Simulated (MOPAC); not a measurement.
Input file for MOPAC: PM6 on CH4N2O (a complex), monomers drawn apart or pushed together.

```
PM6 1SCF PRECISE CHARGE=0 THREADS=1
CH4N2O

N     -0.34839498 1     0.36281176 1    -0.32613753 1
N      0.36657889 1    -0.35850908 1     0.07092464 1
C      0.05717040 1    -0.50489107 1     6.19939357 1
O     -0.80366227 1     0.42983877 1     5.56242227 1
H      0.75435357 1    -0.01876563 1     6.89060100 1
H      0.63390881 1    -0.98756671 1     5.41202922 1
H     -0.50073695 1    -1.27606830 1     6.74178679 1
H     -1.32982914 1     0.87435436 1     6.23400865 1
```

The log:

```
*******************************************************************************
 **                                                                           **
 **                              MOPAC v23.2.5                                **
 **                                                                           **
 *******************************************************************************
 ** MOPAC's Digital Object Identifier: https://doi.org/10.5281/zenodo.6511958 **
 **                                                                           **
 ** Please cite the open-source release paper for use of this MOPAC version:  **
 ** J. E. Moussa and J. J. P. Stewart (2026)                                  **
 ** MOPAC: An open-source semiempirical molecular orbital program             **
 ** J. Open Source Softw., 11(119), 8025, https://doi.org/10.21105/joss.08025 **
 *******************************************************************************

                              PM6 CALCULATION RESULTS

 *******************************************************************************
 *  PM6        - The PM6 Hamiltonian to be used
 *
 *
 *
 *                 CHARGE ON SYSTEM = 0
 *
 *
 *
 *  PRECISE    - TIGHTER CRITERIA TO BE USED
 *  1SCF       - DO 1 SCF AND THEN STOP
 *  THREADS=1  - MULTI-THREADING NOT USED
 *  T=         - A TIME OF 172800.0 SECONDS REQUESTED
 *  DUMP=N     - RESTART FILE WRITTEN EVERY 7200.0 SECONDS REQUESTED
 *******************************************************************************
PM6 1SCF PRECISE CHARGE=0 THREADS=1
 CH4N2O

   ATOM   CHEMICAL          X               Y               Z
  NUMBER   SYMBOL      (ANGSTROMS)     (ANGSTROMS)     (ANGSTROMS)

     1       N         -0.34839498  *   0.36281176  *  -0.32613753  *
     2       N          0.36657889  *  -0.35850908  *   0.07092464  *
     3       C          0.05717040  *  -0.50489107  *   6.19939357  *
     4       O         -0.80366227  *   0.42983877  *   5.56242227  *
     5       H          0.75435357  *  -0.01876563  *   6.89060100  *
     6       H          0.63390881  *  -0.98756671  *   5.41202922  *
     7       H         -0.50073695  *  -1.27606830  *   6.74178679  *
     8       H         -1.32982914  *   0.87435436  *   6.23400865  *



          CARTESIAN COORDINATES

    NO.       ATOM           X           Y           Z

     1         N         -0.3484      0.3628     -0.3261
     2         N          0.3666     -0.3585      0.0709
     3         C          0.0572     -0.5049      6.1994
     4         O         -0.8037      0.4298      5.5624
     5         H          0.7544     -0.0188      6.8906
     6         H          0.6339     -0.9876      5.4120
     7         H         -0.5007     -1.2761      6.7418
     8         H         -1.3298      0.8744      6.2340

 General Reference for PM6:
 "Optimization of Parameters for Semiempirical Methods V: Modification of NDDO Approximations
 and Application to 70 Elements", J. J. P. Stewart, J. Mol. Mod., 13, 1173-1213 (2007)
 URL: https://link.springer.com/article/10.1007/s00894-007-0233-4

           Empirical Formula: C H4 N2 O  =     8 atoms



      MOLECULAR POINT GROUP   :   Cs


      RHF CALCULATION, NO. OF DOUBLY OCCUPIED LEVELS = 12


 -------------------------------------------------------------------------------
 PM6 1SCF PRECISE CHARGE=0 THREADS=1
 CH4N2O



     1SCF WAS SPECIFIED, SO BFGS WAS NOT USED
     SCF FIELD WAS ACHIEVED


                              PM6 CALCULATION
                                                       MOPAC v23.2.5 Linux




          FINAL HEAT OF FORMATION =         -6.15364 KCAL/MOL =     -25.74685 KJ/MOL


          COSMO AREA              =        121.77 SQUARE ANGSTROMS
          COSMO VOLUME            =         84.97 CUBIC ANGSTROMS

          IONIZATION POTENTIAL    =         10.559119 EV
          HOMO LUMO ENERGIES (EV) =        -10.559  0.347
          NO. OF FILLED LEVELS    =         12
          MOLECULAR WEIGHT        =         60.0554         POINT GROUP:  Cs

          MOLECULAR DIMENSIONS (Angstroms)

            Atom       Atom       Distance
            H     5    N     1     7.31047
            H     8    N     2     3.02651
            H     5    H     7     1.71524


          SCF CALCULATIONS        =          1





   ATOM   CHEMICAL          X               Y               Z
  NUMBER   SYMBOL      (ANGSTROMS)     (ANGSTROMS)     (ANGSTROMS)

     1       N         -0.34839498  *   0.36281176  *  -0.32613753  *
     2       N          0.36657889  *  -0.35850908  *   0.07092464  *
     3       C          0.05717040  *  -0.50489107  *   6.19939357  *
     4       O         -0.80366227  *   0.42983877  *   5.56242227  *
     5       H          0.75435357  *  -0.01876563  *   6.89060100  *
     6       H          0.63390881  *  -0.98756671  *   5.41202922  *
     7       H         -0.50073695  *  -1.27606830  *   6.74178679  *
     8       H         -1.32982914  *   0.87435436  *   6.23400865  *

                             CARTESIAN COORDINATES

   1    N       -0.348394980     0.362811760    -0.326137530
   2    N        0.366578890    -0.358509080     0.070924640
   3    C        0.057170400    -0.504891070     6.199393570
   4    O       -0.803662270     0.429838770     5.562422270
   5    H        0.754353570    -0.018765630     6.890601000
   6    H        0.633908810    -0.987566710     5.412029220
   7    H       -0.500736950    -1.276068300     6.741786790
   8    H       -1.329829140     0.874354360     6.234008650


           Empirical Formula: C H4 N2 O  =     8 atoms



      MOLECULAR POINT GROUP   :   Cs


                  EIGENVALUES
 -38.11601 -30.09917 -24.80635 -18.64520 -18.09851 -16.79571 -16.79164 -15.39896
 -15.12273 -12.55438 -12.47523 -10.55912   0.34742   0.35149   2.72013   3.69475
   5.06051   5.21562   5.66292   6.00505


              NET ATOMIC CHARGES AND DIPOLE CONTRIBUTIONS

  ATOM NO.   TYPE          CHARGE      No. of ELECS.   s-Pop       p-Pop
    1          N           0.000407        4.9996     1.78943     3.21017
    2          N          -0.000407        5.0004     1.78940     3.21100
    3          C          -0.182081        4.1821     1.08406     3.09802
    4          O          -0.516875        6.5169     1.81218     4.70469
    5          H           0.121896        0.8781     0.87810
    6          H           0.154660        0.8453     0.84534
    7          H           0.121856        0.8781     0.87814
    8          H           0.300544        0.6995     0.69946
 DIPOLE           X         Y         Z       TOTAL
 POINT-CHG.     0.644    -0.853     1.768     2.066
 HYBRID        -0.265     0.242     0.188     0.405
 SUM            0.379    -0.611     1.956     2.084


          ATOMIC ORBITAL ELECTRON POPULATIONS

     Atom    s        px        py        pz
    1  N   1.78943   1.09021   1.09185   1.02811
    2  N   1.78940   1.09088   1.09247   1.02765
    3  C   1.08406   1.01348   0.99034   1.09420
    4  O   1.81218   1.61939   1.61823   1.46707
    5  H   0.87810
    6  H   0.84534
    7  H   0.87814
    8  H   0.69946

 **********************
 *                    *
 * JOB ENDED NORMALLY *
 *                    *
 **********************




 == MOPAC DONE ==
```

The run finished.

Cost: about 0.010 core-seconds (a rough figure).
